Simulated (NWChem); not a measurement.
System: C$_{3}$H$_{10}$OSi; SMILES C[Si](C)(C)O

Input file for NWChem:

```
start job
memory heap 200 mb stack 900 mb global 1100 mb
geometry units angstroms noautosym nocenter noautoz
  C     -0.376778     0.990247    -1.536114
  Si     0.036533    -0.011712     0.000000
  C     -0.878674    -1.641075     0.000000
  C     -0.376778     0.990247     1.536114
  O      1.663394    -0.433102     0.000000
  H     -1.450310     1.237730    -1.571051
  H      0.180283     1.941034    -1.565568
  H     -0.129942     0.428008    -2.450618
  H     -0.618128    -2.235403     0.889625
  H     -1.969496    -1.487829     0.000000
  H     -0.618128    -2.235403    -0.889625
  H     -1.450310     1.237730     1.571051
  H      0.180283     1.941034     1.565568
  H     -0.129942     0.428008     2.450618
  H      2.291974     0.293592     0.000000
end
basis spherical
  * library def2-svp
end
dft
  xc b3lyp
  iterations 150
end
cosmo
  do_cosmo_smd true
  solvent water
end
task dft energy
```

Coordinates come from a PBE0/def2-SVP optimisation. Solvent: water.

Level: B3LYP/def2-SVP with SMD (1 M gas to 1 M solution), gas-phase geometry. Reactions with the solvent are ignored.

**Question.** Give the results of this calculation. (B3LYP/def2-SVP, SMD on the gas-phase geometry.) Quantities: solvation free energy (kcal/mol); cavity-dispersion-structure term (kcal/mol); dipole in solution (D).

**Answer.** 
```json
{
 "solvation free energy (kcal/mol)": "-1.5",
 "cavity-dispersion-structure term (kcal/mol)": "4.8",
 "dipole in solution (D)": "1.87"
}
```
